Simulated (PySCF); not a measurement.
Coordinates in bohr (charge 0 multiplicity 1):
```
Hg    0.0000    0.0000    0.0000
H     0.0000    0.0000    3.1155
H     0.0000    0.0000   -3.1155
```

Level of theory: PySCF, PBE0, basis Hg def2-TZVP with ECP60, H def2-TZVP (scalar-relativistic core potentials, no spin–orbit coupling, density fitting).

This geometry of HgH₂ is a stationary point at this level.

Task: What is the point group?

Result: D∞h.

Task: Is it a minimum?

Result: Yes: all harmonic wavenumbers are real.

Task: List the harmonic modes with their infrared intensities.

Result: 
| symmetry | ω (cm⁻¹) | IR (km/mol, summed over degenerate members) | type |
| --- | --- | --- | --- |
| πu | 808 | 69.9 | bend |
| σu+ | 1951 | 446 | stretch |
| σg+ | 2073 | 0.0 | stretch |

In D∞h the vibrations span πu + σu+ + σg+. The σg+ mode carries no infrared intensity, as symmetry demands. With a centre of inversion only u modes can be infrared active and only g modes Raman active.

Spin–orbit coupling, left out here, can matter for elements this heavy.
